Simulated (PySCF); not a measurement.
PySCF job for difluoro(fluorosilyl)silane (F3H3Si2), SMILES F[SiH2][SiH](F)F, ωB97X-D3(BJ)/def2-SVP. The structure is a stationary point at ωB97X-D3(BJ)/def2-SVP. One conformer was computed; it need not be the lowest.

```python
import numpy as np
from pyscf import gto, scf, dft, df
from pyscf.hessian import thermo

mol = gto.M(
    atom='''
    Si    1.38389522   -0.10471397   -0.26391810
    F     2.09237256    0.58432521    1.03647541
    Si   -0.89788042   -0.25922062    0.18463944
    F    -1.56788243   -1.06496902   -1.05517817
    F    -1.53785728    1.23003997    0.19527298
    H     1.63044517    0.74330123   -1.45990773
    H     1.97293046   -1.45633556   -0.46332996
    H    -1.28727848   -0.93644688    1.44400716
    ''',
    basis='def2-SVP',
    charge=0,
    spin=0,
    max_memory=1600,
    verbose=3,
)
mf = dft.RKS(mol, xc='wb97x-d3bj').density_fit(auxbasis='def2-universal-jkfit')
mf.grids.level = 3
mf.conv_tol = 1e-11
mf.max_cycle = 100
mf.kernel()

# [left out here: the lines that compute and print the analytic Hessian (its translational invariance restored by hand, since the grid's response is missing), thermochemistry and intensities]
```

Log of the run:

```
converged SCF energy = -880.121375191229

WARN: DFTD3 does not support analytical Hessian, using finite difference


WARN: Mole.unit (angstrom) is changed to Bohr

Mode                                 0                   1                   2
Irrep
Freq [cm^-1]                       47.2565             96.9070            182.9056
Reduced mass [au]                   5.3673             10.6301              4.2009
Force const [Dyne/A]                0.0071              0.0588              0.0828
Char temp [K]                      67.9916            139.4276            263.1605
Normal mode                   x     y     z       x     y     z       x     y     z
       0  Si                -0.00  0.07 -0.03    0.03  0.02 -0.03   -0.07  0.04  0.03
       1   F                 0.03 -0.12  0.05   -0.12  0.01  0.05    0.05  0.01 -0.02
       2  Si                 0.01  0.03  0.01    0.03 -0.03 -0.03   -0.05 -0.06  0.04
       3   F                 0.01 -0.06  0.06   -0.10 -0.02  0.04    0.02 -0.01 -0.03
       4   F                -0.04  0.01 -0.07    0.12  0.00 -0.00    0.12  0.02 -0.04
       5   H                -0.02  0.24  0.08    0.04  0.10  0.02   -0.29  0.15  0.06
       6   H                -0.02  0.09 -0.24    0.13  0.07 -0.06    0.04  0.11 -0.15
       7   H                 0.05  0.09  0.05    0.09 -0.00  0.01   -0.23 -0.03 -0.00
Mode                                 3                   4                   5
Irrep
Freq [cm^-1]                      213.8265            317.2178            459.4811
Reduced mass [au]                  16.2846             11.5302              2.8894
Force const [Dyne/A]                0.4387              0.6836              0.3594
Char temp [K]                     307.6487            456.4058            661.0910
Normal mode                   x     y     z       x     y     z       x     y     z
       0  Si                 0.04  0.03  0.05    0.01 -0.02 -0.02   -0.11  0.04  0.03
       1   F                 0.12  0.03  0.01   -0.03  0.00 -0.00    0.01 -0.02 -0.01
       2  Si                -0.02 -0.03 -0.04    0.04 -0.03  0.08    0.08 -0.00 -0.03
       3   F                -0.14  0.02 -0.00   -0.01  0.13  0.01   -0.01  0.02  0.02
       4   F                -0.03 -0.04 -0.03   -0.04 -0.07 -0.10    0.03 -0.04 -0.02
       5   H                 0.04  0.02  0.05   -0.10  0.05  0.00    0.12 -0.15 -0.05
       6   H                 0.03  0.02  0.06    0.11  0.04 -0.09   -0.38 -0.12  0.21
       7   H                 0.02 -0.05 -0.04    0.02 -0.01  0.08    0.27 -0.07 -0.01
Mode                                 6                   7                   8
Irrep
Freq [cm^-1]                      539.7635            740.9613            810.9716
Reduced mass [au]                   1.8487              1.1108              1.1749
Force const [Dyne/A]                0.3173              0.3593              0.4553
Char temp [K]                     776.5995           1066.0783           1166.8075
Normal mode                   x     y     z       x     y     z       x     y     z
       0  Si                 0.03  0.06 -0.05    0.00 -0.04  0.01    0.02  0.01  0.00
       1   F                 0.00 -0.02  0.02   -0.01  0.05 -0.02   -0.02 -0.00 -0.00
       2  Si                -0.06 -0.04  0.06   -0.01 -0.00  0.01    0.04  0.01 -0.02
       3   F                 0.01  0.01 -0.02    0.00  0.00  0.00   -0.00  0.01  0.05
       4   F                 0.03  0.00 -0.02    0.01 -0.00 -0.00   -0.01 -0.02  0.00
       5   H                 0.51 -0.23 -0.15    0.43  0.38  0.40   -0.16 -0.02 -0.05
       6   H                -0.27 -0.14  0.29   -0.40 -0.14 -0.47   -0.30 -0.12 -0.04
       7   H                -0.10 -0.07  0.03    0.06 -0.05  0.00   -0.74 -0.17 -0.36
Mode                                 9                  10                  11
Irrep
Freq [cm^-1]                      837.0591            852.2389            866.6866
Reduced mass [au]                   1.1976              2.5377              5.4726
Force const [Dyne/A]                0.4944              1.0860              2.4220
Char temp [K]                    1204.3417           1226.1821           1246.9691
Normal mode                   x     y     z       x     y     z       x     y     z
       0  Si                 0.00  0.01  0.00   -0.01  0.01  0.03    0.03  0.03  0.06
       1   F                -0.00 -0.00 -0.01   -0.02 -0.03 -0.06   -0.06 -0.06 -0.12
       2  Si                 0.00  0.02 -0.01   -0.05  0.02 -0.05    0.05 -0.02  0.04
       3   F                -0.01  0.00 -0.03    0.05  0.05  0.09   -0.03 -0.03 -0.05
       4   F                 0.02 -0.08  0.03    0.03 -0.07 -0.00   -0.03  0.06 -0.00
       5   H                 0.05  0.01  0.02    0.33  0.08  0.14    0.07  0.18  0.18
       6   H                -0.07 -0.02  0.02    0.39  0.16  0.15    0.05  0.02  0.25
       7   H                -0.28  0.80  0.32   -0.06 -0.09 -0.11   -0.08  0.02  0.02
Mode                                12                  13                  14
Irrep
Freq [cm^-1]                      948.9197            959.2502            966.0397
Reduced mass [au]                   1.9746              1.4405              3.3982
Force const [Dyne/A]                1.0476              0.7810              1.8685
Char temp [K]                    1365.2842           1380.1475           1389.9161
Normal mode                   x     y     z       x     y     z       x     y     z
       0  Si                -0.07 -0.03 -0.06   -0.02  0.01  0.03   -0.01  0.01  0.02
       1   F                 0.05  0.03  0.05    0.00 -0.00 -0.00   -0.00 -0.01 -0.01
       2  Si                 0.05 -0.01  0.02    0.03 -0.06 -0.02    0.01  0.10  0.06
       3   F                -0.02 -0.02 -0.02    0.01  0.01  0.02   -0.05 -0.06 -0.07
       4   F                -0.02  0.03  0.00   -0.04  0.07  0.00    0.03 -0.08 -0.01
       5   H                 0.31  0.24  0.22    0.34 -0.42 -0.21    0.18 -0.22 -0.11
       6   H                 0.31  0.08  0.30    0.19  0.17 -0.49    0.17  0.12 -0.25
       7   H                -0.29  0.01 -0.09   -0.15  0.13  0.02   -0.06 -0.20 -0.13
Mode                                15                  16                  17
Irrep
Freq [cm^-1]                     2273.9516           2284.1075           2306.1917
Reduced mass [au]                   1.0332              1.0490              1.0423
Force const [Dyne/A]                3.1476              3.2244              3.2660
Char temp [K]                    3271.7101           3286.3222           3318.0965
Normal mode                   x     y     z       x     y     z       x     y     z
       0  Si                 0.01 -0.02 -0.01   -0.00 -0.03  0.02    0.00 -0.00 -0.00
       1   F                 0.00 -0.00 -0.00   -0.00 -0.00  0.00   -0.00 -0.00 -0.00
       2  Si                 0.00  0.00 -0.00    0.00 -0.00 -0.00   -0.01 -0.02  0.03
       3   F                 0.00  0.00  0.00   -0.00  0.00 -0.00   -0.00  0.00  0.00
       4   F                 0.00 -0.00 -0.00   -0.00  0.00 -0.00   -0.00 -0.00  0.00
       5   H                -0.05 -0.22  0.29    0.16  0.52 -0.73   -0.00 -0.01  0.01
       6   H                -0.35  0.82  0.12   -0.15  0.31  0.05   -0.07  0.13  0.02
       7   H                -0.03 -0.07  0.12   -0.01 -0.02  0.04    0.26  0.44 -0.82
temperature 298.1500 [K]
pressure 101325.00 [Pa]
Rotational constants [GHz] 5.13528 1.73528 1.42953
Symmetry number 1
Zero-point energy (ZPE) 0.03578 [Eh]   93929.201 [J/mol]
                           tot       elec      trans        rot        vib
Entropy [J/mol/K]       353.559      0.000    168.051    115.583     69.924
Cv [J/mol/K]             92.460      0.000     12.472     12.472     67.516
Cp [J/mol/K]            100.774      0.000     20.786     12.472     67.516
Internal energy [J/mol]                      3718.434   3718.434 104580.660
Internal energy [Eh]   -880.07871  -880.12138
Enthalpy [J/mol]                             6197.391   3718.434 104580.660
Enthalpy [Eh]          -880.07777
Gibbs free energy [J/mol]                  -43907.149 -30742.779  83732.920
Gibbs free energy [Eh] -880.11792
static polarisability / bohr^3: [[47.077  0.218 -4.966]
 [ 0.217 40.225 -2.543]
 [-4.964 -2.544 40.847]]
largest difference of analytic and finite-field dipole derivatives / e: 0.0007210552345242593
mode   freq/cm-1   IR/(km/mol)   Raman/(A^4/amu)   depolarisation
   1       47.26         3.348             0.135            0.750
   2       96.91         5.719             0.062            0.678
   3      182.91        21.512             0.315            0.733
   4      213.83         0.792             2.343            0.542
   5      317.22        26.490             1.009            0.750
   6      459.48        10.766            15.531            0.262
   7      539.76        23.041             9.170            0.473
   8      740.96        26.010            16.358            0.750
   9      810.97       291.475             7.571            0.750
  10      837.06        21.423            10.627            0.750
  11      852.24       162.015             8.940            0.611
  12      866.69       124.208             3.192            0.750
  13      948.92        62.430             7.369            0.556
  14      959.25        39.101            15.630            0.744
  15      966.04       218.999             2.541            0.750
  16     2273.95        98.446           147.345            0.159
  17     2284.11        99.556           127.105            0.457
  18     2306.19       127.672           183.537            0.175
max |gradient| / (hartree/bohr): 9.05584916612103e-05
APT charges: [ 1.1693 -0.6163  1.5626 -0.6401 -0.6488 -0.2663 -0.2677 -0.2928]
```

Self-consistency was reached.

Cost: very roughly 5 core-minutes.
